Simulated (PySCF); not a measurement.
Delta-SCF ions had no search for a lower state. Excitations are Tamm–Dancoff values on a coarser integration grid. The basis has no diffuse functions, so Rydberg states are missing or too high.

**C5H9B, SMILES `B/C=C\C(=C)C` (charge 0, multiplicity 1)**

These are CAM-B3LYP-D3(BJ)/def2-TZVP (PySCF) values and carry that method's errors.

```json
{
 "HOMO": "-8.38 eV",
 "dipole_moment": "1.84 D",
 "HOMO–LUMO gap": "7.13 eV",
 "LUMO": "-1.24 eV",
 "S1 excitation (TDA)": "5.04 eV",
 "S1 oscillator strength": "0.727",
 "brightest of the four lowest singlets (TDA)": "5.04 eV",
 "T1 excitation (TDA)": "2.73 eV",
 "S1–T1 gap (TDA)": "2.31 eV",
 "vertical ionisation energy (Delta-SCF)": "9.07 eV",
 "total_energy": "-6005.22 eV",
 "cost": "about 7 core-minutes (a rough figure)"
}
```

```xyz
15

B      2.0466    -0.0800     0.9071
C      1.7368     0.0007    -0.5887
C      0.5645     0.0444    -1.2547
C     -0.8239     0.0316    -0.7968
C     -1.7682     0.0864    -1.7382
C     -1.1954    -0.0382     0.6516
H      3.1910    -0.1032     1.2446
H      1.2215    -0.1208     1.7588
H      2.6012     0.0274    -1.2478
H      0.6268     0.1009    -2.3390
H     -2.8202     0.0820    -1.4860
H     -1.5153     0.1382    -2.7890
H     -0.8013    -0.9407     1.1171
H     -2.2783    -0.0341     0.7625
H     -0.7857     0.8055     1.2056
```
